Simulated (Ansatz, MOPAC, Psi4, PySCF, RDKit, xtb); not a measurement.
Dimer: HCl (SMILES Cl) (first 2 atoms) with ClH3Si (SMILES [SiH3]Cl); geometry from B3LYP-D3(BJ)/def2-TZVP, rigid monomers moved along the line of their centres of mass till H2···Cl4 is 3.45 Å.
(charge 0, multiplicity 1):
| atom | x (Å) | y (Å) | z (Å) |
|---|---|---|---|
| Cl | 0.1814 | 0.4272 | -0.0816 |
| H | -0.0892 | -0.4557 | 0.8177 |
| Si | -0.0594 | 0.4329 | 4.7823 |
| Cl | -0.5106 | -1.4764 | 4.0849 |
| H | -0.1541 | 0.3935 | 6.2535 |
| H | -1.0442 | 1.3678 | 4.2111 |
| H | 1.3089 | 0.7623 | 4.3466 |

| level | interaction energy (meV) | minus MP2/CBS(aug-cc-pV(D+d)Z, aug-cc-pV(T+d)Z) + ΔCCSD(T)/aug-cc-pV(D+d)Z | cost |
|---|---|---|---|
| UFF | -25.9 | 27.4 | - |
| GFN-FF | -76.0 | -22.6 | - |
| PM3 | -29.3 | 24.0 | - |
| PM6 | -27.7 | 25.6 | - |
| GFN1-xTB | -30.9 | 22.5 | - |
| GFN2-xTB | -54.2 | -0.9 | - |
| HF/3-21G (no counterpoise) | -54.8 | -1.5 | - |
| HF/6-31G* | -34.3 | 19.1 | - |
| HF/6-31G* (no counterpoise) | -39.7 | 13.6 | - |
| HF/aug-cc-pV(D+d)Z | -31.2 | 22.2 | - |
| HF/aug-cc-pV(T+d)Z | -28.3 | 25.1 | - |
| PBE/def2-TZVPPD | -41.1 | 12.2 | ×1 |
| PBE-D4/def2-TZVPPD | -62.1 | -8.8 | ×1 |
| BP86/6-31G* (no counterpoise) | -31.2 | 22.1 | - |
| r2SCAN-D3(BJ)/def2-TZVPPD | -55.9 | -2.6 | ×2 |
| r2SCAN-D4/def2-TZVPPD | -53.6 | -0.3 | ×2 |
| B3LYP/6-31G* | -32.6 | 20.8 | - |
| B3LYP/6-31G* (no counterpoise) | -41.9 | 11.5 | - |
| B3LYP/6-311+G** (no counterpoise) | -39.2 | 14.2 | - |
| B3LYP/LANL2DZ (no counterpoise) | -54.8 | -1.5 | - |
| B3LYP/def2-TZVPPD | -24.1 | 29.3 | ×1 |
| B3LYP-D3(BJ)/def2-TZVPPD | -58.7 | -5.4 | ×1 |
| B3LYP-D4/def2-TZVPPD | -54.1 | -0.7 | ×1 |
| PBE0/def2-TZVPPD | -38.9 | 14.4 | ×1 |
| PBE0-D3(BJ)/def2-TZVPPD | -62.9 | -9.6 | ×1 |
| PBE0-D4/def2-TZVPPD | -60.2 | -6.8 | ×1 |
| M06-2X/6-31G* (no counterpoise) | -61.1 | -7.8 | - |
| wB97X-V/def2-TZVPPD | -54.3 | -1.0 | ×3 |
| wB97M-V/def2-TZVPPD | -52.1 | 1.2 | ×3 |
| MP2/6-31G* | -43.7 | 9.7 | - |
| MP2/6-31G* (no counterpoise) | -56.5 | -3.2 | - |
| MP2/aug-cc-pV(D+d)Z | -55.1 | -1.8 | - |
| MP2/aug-cc-pV(T+d)Z | -56.0 | -2.7 | ×3 |
| MP2/CBS(aug-cc-pV(D+d)Z, aug-cc-pV(T+d)Z) | -57.6 | -4.3 | - |
| SCS-MP2/aug-cc-pV(D+d)Z | -48.0 | 5.4 | - |
| SCS-MP2/aug-cc-pV(T+d)Z | -48.3 | 5.1 | - |
| CCSD/aug-cc-pV(D+d)Z | -47.9 | 5.4 | - |
| CCSD(T)/aug-cc-pV(D+d)Z | -50.9 | 2.5 | ×5 |
| MP2/CBS(aug-cc-pV(D+d)Z, aug-cc-pV(T+d)Z) + ΔCCSD(T)/aug-cc-pV(D+d)Z | -53.3 | 0.0 | ×8 |
| SAPT0/jun-cc-pV(D+d)Z | -47.4 | 6.0 | - |

 The comparison column counts from a level with limits of its own.

The rows run from -76.0 (GFN-FF) to -24.1 meV (B3LYP/def2-TZVPPD). In aug-cc-pV(D+d)Z the value moves HF -31.2, MP2 -55.1, CCSD -47.9, CCSD(T) -50.9, a shift of -19.7 from HF to CCSD(T). From aug-cc-pV(D+d)Z to aug-cc-pV(T+d)Z MP2 changes by -0.9. The dispersion term adds -21.0 in PBE-D4, -34.6 in B3LYP-D3(BJ), -30.0 in B3LYP-D4. The 5 functionals in def2-TZVPPD without D3 or D4 span 30.3, from wB97X-V to B3LYP.

Counterpoise-corrected where a basis set is named; no monomer relaxation. Rows marked so take none. RDKit's UFF carries no charges.

Frozen-core correlation. CBS(a, b) extrapolates the correlation energy as X⁻³ and adds the Hartree–Fock energy of set b. Rows in 3-21G, 6-311+G**, 6-31G*, LANL2DZ carry no dispersion term and start afresh at each structure (6-31G* with six Cartesian d functions). MP2/6-31G* freezes PySCF's default core. LANL2DZ brings its own core potentials from Na on. The state reached by PM3, PM6 isn't checked.

Programs: Ansatz (Gaussian orbitals); MOPAC for PM3, PM6 (differences of heats of formation); Psi4 for SAPT; PySCF for 3-21G rows, 6-311+G** rows, 6-31G* rows, LANL2DZ rows, the dispersion terms; RDKit for the force fields; xtb for the GFN methods. Values without a source in brackets are computed.

Costs are rough ratios of core time to PBE/def2-TZVPPD (about 12 s over the structures, on one shared machine); a dash marks a level with no comparable run of its own.

Ansatz is an electronic-structure program.
